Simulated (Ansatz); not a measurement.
H₈N₄Ti (`[NH2][Ti]([NH2])([NH2])[NH2]`). The species carries charge 0 and has multiplicity 1. All single points use the PBE0-D4/def2-TZVP geometry. It is one conformer, not always the lowest.

```xyz
13

N    -1.219    0.160    1.438
Ti    0.001   -0.001    0.000
N     1.718   -0.457    0.653
N    -0.633   -1.349   -1.169
N     0.133    1.647   -0.922
H    -2.221    0.094    1.320
H    -0.989    0.221    2.419
H     2.361    0.225    1.032
H     2.166   -1.360    0.595
H    -0.700   -1.292   -2.175
H    -1.046   -2.211   -0.842
H     0.912    1.881   -1.522
H    -0.482    2.442   -0.826
```

(1) What is the dipole moment at r2SCAN/def2-TZVPP? (Best estimate.)

(2) Give the Mulliken charges with r2SCAN, ωB97M-V, B3LYP in def2-TZVPP. (Best estimate.)

## Answers

(1) Ansatz gave: 0.01 D, zero by symmetry or nearly so.

(2) Computed: 
```csv
atom,r2SCAN,ωB97M-V,B3LYP
N1,-0.54,-0.43,-0.49
Ti2,0.92,0.82,0.91
N3,-0.54,-0.43,-0.49
N4,-0.54,-0.43,-0.49
N5,-0.54,-0.43,-0.49
H6,0.15,0.11,0.13
H7,0.15,0.12,0.14
H8,0.15,0.11,0.13
H9,0.15,0.12,0.13
H10,0.15,0.12,0.14
H11,0.15,0.11,0.13
H12,0.15,0.11,0.13
H13,0.16,0.12,0.14
```

B3LYP here is the variant with VWN-RPA as its local correlation; programs differ in this.
